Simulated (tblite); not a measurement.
I2, charge +1, doublet, geometry from GFN2-xTB (a state made from the parent by changing its charge; the spin is typed, not shown lowest); GFN1-xTB in tblite.

Here is a job for tblite.
```
$ tblite run mol.xyz --method gfn1 --charge 1 --spin 1 --etemp 2000 --json tblite.json --no-restart

# file mol.xyz
2

I     -0.00000000    -0.00000000    -1.31100831
I      0.00000000     0.00000000     1.31100831
```

What the program printed (banner, timings and long lists left out):

```
xTB calculator
 | screened Coulomb repulsion
 | Coulomb electrostatics
 |  * isotropic Klopman-Ohno-Mataga-Nishimoto electrostatics
 |  * onsite third-order electrostatics
 | DFT-D3(BJ) dispersion correction

halogen bonding energy    0.0000000000000E+00 Eh
repulsion energy          1.6104147263223E-02 Eh
dispersion energy        -5.5453920051844E-04 Eh
number of electrons       1.3000000000000E+01 e
integral cutoff           2.3808421393427E+01 bohr

------------------------------------------------------------
  cycle        total energy    energy error   density error
------------------------------------------------------------
      1     -7.356230935537  -7.3717805E+00   1.5274494E-01
      2     -7.356230935808  -2.7095926E-10   9.1643899E-02
      3     -7.356230935960  -1.5159785E-10   8.2916813E-06
------------------------------------------------------------

electronic energy        -7.3717805440225E+00 Eh
total energy             -7.3562309359598E+00 Eh

Post processing:
 | Mayer-Wiberg bond orders

[Info] JSON dump of results written to 'tblite.json'
```
